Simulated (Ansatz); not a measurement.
Geometry optimisation, Ansatz, UKS PBE-D4/def2-SVP.

Input:

```yaml
crystal:
  periodic: [false, false, false]
  atoms:
    - { symbol: B, position_ang: [-0.4043, 1.4399, 0.0577] }
    - { symbol: Si, position_ang: [0.2644, -0.3121, 0.1973] }
    - { symbol: O, position_ang: [-0.2921, -1.0101, 1.6586] }
    - { symbol: S, position_ang: [-0.3461, -1.4883, -1.4545] }
    - { symbol: H, position_ang: [-1.1517, 1.757, -0.8803] }
    - { symbol: H, position_ang: [-0.1898, 2.3131, 0.8602] }
    - { symbol: H, position_ang: [-0.63139, -2.7837, -1.07376] }
    - { symbol: H, position_ang: [0.2442, -1.868, 1.7065] }
    - { symbol: H, position_ang: [0.1997, -0.6323, -2.3462] }
magnetization:
  spin_polarized: true
basis:
  gaussian: { orbitals: def2-SVP }
hamiltonian:
  xc: pbe
  dispersion: d4
relax:
  f_tol: 0.02
  max_steps: 50
```

Launched with:

```bash
$ ansatz run input.yaml --threads 2 --pin off --max-ram 3072MiB --backend cpu --events-out ev --progress --plain --runs-dir out
```

Where does it end, and by what steps?

The forces met the threshold. After 19 steps the energy has fallen by 2.491 eV; H7 moved furthest, 1.47 Å.

| step | energy less start (eV) | largest force component (eV/Å) | accepted |
| --- | --- | --- | --- |
| 0 | 0.0000 | 1.897 | yes |
| 1 | -0.5981 | 1.284 | yes |
| 2 | -0.8072 | 1.290 | yes |
| 3 | -1.0521 | 1.114 | yes |
| 4 | -1.4060 | 0.935 | yes |
| 5 | -1.7646 | 1.401 | yes |
| 6 | -2.0242 | 1.779 | yes |
| 7 | -2.2370 | 1.269 | yes |
| 8 | -2.3397 | 1.469 | yes |
| 9 | -2.4245 | 0.313 | yes |
| 10 | -2.4381 | 0.791 | yes |
| 11 | -2.4546 | 0.561 | yes |
| 12 | -2.4658 | 0.824 | yes |
| 13 | -2.4821 | 0.219 | yes |
| 14 | -2.4872 | 0.133 | yes |
| 15 | -2.4900 | 0.070 | yes |
| 16 | -2.4905 | 0.054 | yes |
| 17 | -2.4906 | 0.030 | yes |
| 18 | -2.4907 | 0.020 | yes |
| 19 | -2.4908 | 0.014 | yes |

```xyz
9
Properties=species:S:1:pos:R:3
B -0.659 1.258 -0.009
Si 0.509 -0.217 0.488
O 0.023 -1.181 1.811
S -0.109 -1.815 -1.341
H -0.790 1.509 -1.201
H -0.856 2.177 0.770
H -1.447 -1.688 -1.623
H 0.783 -1.672 2.170
H 0.239 -0.955 -2.339
```

Run time: 67 s on 2 threads of Intel(R) Xeon(R) Platinum 8259CL CPU @ 2.50GHz (Skylake/Cascade Lake), with other jobs on the host, peak memory 0.22 GiB.
